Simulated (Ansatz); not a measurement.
Cd₃⁺. Charge 1, multiplicity 2. Geometry PBE/def2-TZVP, that of the neutral singlet; atoms count from 1.

```xyz
3

Cd    1.6339    1.0147   -0.0254
Cd   -0.1398   -1.6242   -1.0214
Cd   -1.4941    0.6095    1.0468
```

In the def2 sets Cd takes a core potential; there is no spin–orbit coupling. The structure comes from a short search, and lower isomers may exist.

(1) Estimate the Mulliken populations from the PBE0/def2-TZVP orbitals of Ansatz.

(2) Where does the spin sit?

(3) And the Mayer bond orders between bonded heavy atoms (over 0.3)?

Results:

(1) 
| atom | charge (e) | spin (α − β) | d electrons |
| --- | --- | --- | --- |
| Cd1 | 0.25 | 0.20 | 10.00 |
| Cd2 | 0.24 | 0.19 | 10.00 |
| Cd3 | 0.51 | 0.61 | 10.01 |
Mulliken values and Mayer orders depend strongly on the basis.

(2) Summed by element: Cd 1.00, of 1 unpaired in all. Largest on single atoms: Cd3 0.61, Cd1 0.20, Cd2 0.19.

(3) Cd1–Cd3 0.40 (3.33 Å); Cd2–Cd3 0.40 (3.33 Å).
